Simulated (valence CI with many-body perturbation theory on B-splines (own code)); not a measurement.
Pm XL: calculated level list

Calculated by valence CI with perturbative core correlation (CI+MBPT): four valence electrons over a frozen Dirac-Fock core [Ar], a basis of 9 s, 9 p, 10 d, 8 f, 5 g, 3 h, 1 i functions for each j, with the one-electron correlation potential Σ1 (screened to all orders), the two-electron term Σ2, the three-electron term Σ3, Breit, model QED; selected single and double excitations, second order for the rest (own B-spline code, finite nucleus).

No measured spectrum was set against this ion. As an estimate, large intervals hold to a few tenths of a per cent, small ones and those within an open d or f shell to about a per cent. Only levels of the ground parity were solved; by the run's estimate the other parity begins above the list, which can be wrong where configurations are misplaced.

Levels 1 to 34 of 34, with energies above the lowest level, (3d3/2^4) J=0. "Leading %" is the weight of the configuration and term that name the level; weights of strongly mixed levels are sums over their largest components and can fall short. In the jj column 3d3/2^4 stands for four electrons in 3d with j = 3/2.

```csv
No.,Configuration,Term,J,E (cm⁻¹),Leading %,g,Second component,Leading jj
1,3d⁴,³P,0,0,56,,32 % 3d⁴ ⁵D,3d3/2^4 (97 %)
2,3d⁴,⁵D,1,176050,65,1.493,35 % 3d⁴ ³P,3d3/2^3 3d5/2 (97 %)
3,3d⁴,⁵D,2,252220,56,1.300,13 % 3d⁴ ³F,3d3/2^3 3d5/2 (79 %)
4,3d⁴,³F,4,253990,30,1.099,22 % 3d⁴ ³H,3d3/2^3 3d5/2 (96 %)
5,3d⁴,⁵D,3,278770,35,1.203,27 % 3d⁴ ³F,3d3/2^3 3d5/2 (83 %)
6,3d⁴,⁵D,0,409870,63,,20 % 3d⁴ ¹S,3d3/2^2 3d5/2^2 (95 %)
7,3d⁴,⁵D,4,426930,41,1.153,40 % 3d⁴ ³H,3d3/2^2 3d5/2^2 (93 %)
8,3d⁴,⁵D,2,430100,33,1.124,29 % 3d⁴ ³F,3d3/2^2 3d5/2^2 (83 %)
9,3d⁴,⁵D,3,441830,43,1.105,43 % 3d⁴ ³G,3d3/2^2 3d5/2^2 (82 %)
10,3d⁴,³H,5,468620,69,1.078,31 % 3d⁴ ³G,3d3/2^2 3d5/2^2 (100 %)
11,3d⁴,³H,6,487470,53,1.081,47 % 3d⁴ ¹I,3d3/2^2 3d5/2^2 (98 %)
12,3d⁴,³P,1,487970,48,1.167,33 % 3d⁴ ³D,3d3/2^2 3d5/2^2 (90 %)
13,3d⁴,³G,4,517260,59,1.028,36 % 3d⁴ ¹G,3d3/2^2 3d5/2^2 (96 %)
14,3d⁴,³F,3,521990,43,1.113,31 % 3d⁴ ³D,3d3/2^2 3d5/2^2 (92 %)
15,3d⁴,³D,2,526970,37,1.112,30 % 3d⁴ ³P,3d3/2^2 3d5/2^2 (94 %)
16,3d⁴,³F,2,601520,43,1.007,30 % 3d⁴ ³P,3d3/2^2 3d5/2^2 (88 %)
17,3d⁴,³F,4,620490,54,1.222,23 % 3d⁴ ⁵D,3d3/2^2 3d5/2^2 (63 %)
18,3d⁴,³F,3,676770,46,1.140,21 % 3d⁴ ⁵D,3d3/2 3d5/2^3 (93 %)
19,3d⁴,¹G,4,684160,33,1.108,31 % 3d⁴ ³F,3d3/2 3d5/2^3 (61 %)
20,3d⁴,³P,2,699420,50,1.244,26 % 3d⁴ ¹D,3d3/2^2 3d5/2^2 (82 %)
21,3d⁴,³D,1,708420,62,0.878,24 % 3d⁴ ³P,3d3/2 3d5/2^3 (93 %)
22,3d⁴,³G,5,709000,69,1.141,31 % 3d⁴ ³H,3d3/2 3d5/2^3 (100 %)
23,3d⁴,¹I,6,716520,53,1.071,47 % 3d⁴ ³H,3d3/2 3d5/2^3 (98 %)
24,3d⁴,³P,0,742030,56,,44 % 3d⁴ ¹S,3d3/2 3d5/2^3 (66 %)
25,3d⁴,³F,2,765610,54,1.032,38 % 3d⁴ ³P,3d3/2 3d5/2^3 (82 %)
26,3d⁴,¹F,3,776810,38,1.088,35 % 3d⁴ ³D,3d3/2 3d5/2^3 (96 %)
27,3d⁴,¹S,0,861610,64,,32 % 3d⁴ ³P,3d3/2^2 3d5/2^2 (57 %)
28,3d⁴,³F,3,865120,67,1.058,30 % 3d⁴ ¹F,3d3/2 3d5/2^3 (99 %)
29,3d⁴,³P,1,869330,93,1.435,6 % 3d⁴ ³D,3d3/2 3d5/2^3 (97 %)
30,3d⁴,¹G,4,874490,74,1.036,19 % 3d⁴ ³F,3d3/2 3d5/2^3 (90 %)
31,3d⁴,¹D,2,897700,65,1.094,24 % 3d⁴ ³P,3d3/2 3d5/2^3 (65 %)
32,3d⁴,³F,4,957880,50,1.154,21 % 3d⁴ ¹G,3d5/2^4 (91 %)
33,3d⁴,¹D,2,1041400,50,1.031,21 % 3d⁴ ³D,3d5/2^4 (73 %)
34,3d⁴,¹S,0,1205100,61,,38 % 3d⁴ ³P,3d5/2^4 (78 %)
```

The ionisation energy to 3d³ ⁴F3/2 of the next ion comes out as 2892.4 eV (NIST: 2892 ± 4 eV (theoretical)). All 34 levels together are meant to be complete up to 1253300 cm⁻¹.
